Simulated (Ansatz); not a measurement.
**Relaxing a trial structure of CHAuFI**

The starting geometry of this gas-phase triplet was optimised with GFN2-xTB as a singlet.

```
atom    x (Å)    y (Å)    z (Å)
   C   2.6656  -0.3446  -1.1410
  Au   1.2419  -0.1092  -2.4494
   F   2.7846  -1.3711  -0.3342
   I  -0.7828   0.3304  -3.8959
   H   3.3570   0.4266  -0.7818
```

**Question.** Predict what becomes of its bonds when it is optimised with r2SCAN-D4/def2-SVP.

**Answer.** It keeps its bonds.

The energy falls by 0.42 eV over 9 steps:

```tsv
step	E − E(last) (eV)
1	0.424
2	0.146
3	0.124
4	0.025
5	0.003
6	0.000
7	0.000
8	0.000
9	0.000
```

Final geometry (Å):

```yaml
atoms:
  - { symbol: C, position_ang: [2.5231, -0.2211, -0.9403] }
  - { symbol: Au, position_ang: [1.4926, -0.0096, -2.6347] }
  - { symbol: F, position_ang: [2.6562, -1.4468, -0.4452] }
  - { symbol: I, position_ang: [-0.8429, 0.2163, -3.7656] }
  - { symbol: H, position_ang: [3.4372, 0.3935, -0.8166] }
```

Frequencies at the end are all real (lowest 33 cm⁻¹). Open shells are spin-unrestricted. The triplet needn't be the ground state. Atoms past krypton carry core potentials, without spin–orbit terms. Run with Ansatz 0.2.0, 88 s on 2 threads of Arm Neoverse V1, on a shared host.
